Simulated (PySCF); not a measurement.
## Vertical excitation energies

GaCl2(CN), CCl2GaN.
SMILES: `N#[C][Ga]([Cl])[Cl]`

Computed, not measured: TDDFT wB97X-D/def2-SVPD, vertical, gas phase, core orbitals frozen in the response in PySCF. Geometry: PBE0-D3(BJ)/def2-SVP; no solvent, vibrations or thermal averaging. Relativistic effects, spin–orbit coupling among them, are left out although an element past zinc is present.

```
state  E (eV)  ν̃ (cm⁻¹)       f  |μ| (D)  main configurations (H = HOMO, L = LUMO)
   S1    6.11      49310  0.0000     0.02                    H→L (74%), H-4→L (21%)
   S2    6.30      50850  0.0000     0.01                    H-4→L (68%), H→L (24%)
   S3    6.31      50920  0.0006     0.15                               H-2→L (97%)
   S4    6.60      53220  0.0099     0.63                  H-1→L (70%), H→L+1 (25%)
   S5    6.74      54330   0.027     1.03   H-3→L (66%), H-4→L+2 (14%), H-5→L (10%)
   S6    6.87      55430   0.062     1.54   H→L+1 (58%), H-1→L (18%), H-1→L+1 (14%)
   S7    6.89      55600   0.012     0.69                 H-1→L+1 (81%), H→L+1 (9%)
   S8    7.06      56980   0.074     1.67                             H-2→L+1 (82%)
   S9    7.28      58700   0.011     0.63                 H-6→L (83%), H-3→L+1 (9%)
  S10    7.32      59050   0.028     1.00                  H-5→L (61%), H-3→L (22%)
  S11    7.40      59720   0.039     1.17  H-3→L+1 (71%), H-5→L+1 (11%), H-6→L (9%)
  S12    7.47      60280  0.0000     0.02              H-3→L+2 (45%), H-5→L+2 (45%)
  S13    7.91      63800  0.0001     0.07                               H-7→L (93%)
  S14    8.09      65290   0.063     1.43                             H-4→L+1 (92%)
  S15    8.23      66410   0.011     0.59              H-5→L+1 (79%), H-3→L+1 (13%)
```

Triplets, Tamm–Dancoff:

| state | E (eV) | λ (nm) | main configurations (H = HOMO, L = LUMO) |
| --- | --- | --- | --- |
| T1 | 5.50 | 225.4 | H-3→L (40%), H-5→L (31%), H-5→L+4 (10%) |
| T2 | 5.85 | 211.9 | H-4→L (60%), H→L (22%), H-4→L+4 (9%) |
| T3 | 6.04 | 205.3 | H-2→L (77%), H-6→L (15%) |
| T4 | 6.13 | 202.3 | H→L (74%), H-4→L (19%) |

The lowest singlet lies at 6.11 eV (203 nm, ultraviolet) and is dark (f under 0.0005); its leading configuration is HOMO→LUMO (74%). The strongest level in the table is S8 at 7.06 eV (176 nm, f = 0.074). S2/S3 lie within about 0.01 eV of each other. Löwdin shares by element: HOMO chlorine 94%; LUMO gallium 44%, carbon 20%, nitrogen 12%, chlorine 12% or more. The listed states span 2.12 eV, and the widest gap between neighbours is 0.44 eV (S12 to S13). Orbital energies (eV): HOMO-3 -12.36, HOMO-2 -12.04, HOMO-1 -12.01, HOMO -11.81, LUMO -1.07, LUMO+1 -0.25, LUMO+2 0.85. Weighted by f, the mean energy of these states is 7.28 eV. The vertical ionisation energy (ΔSCF) is 12.36 eV, 4.12 eV above S15. Only the lowest 15 singlets were computed, as vertical energies without vibronic structure.
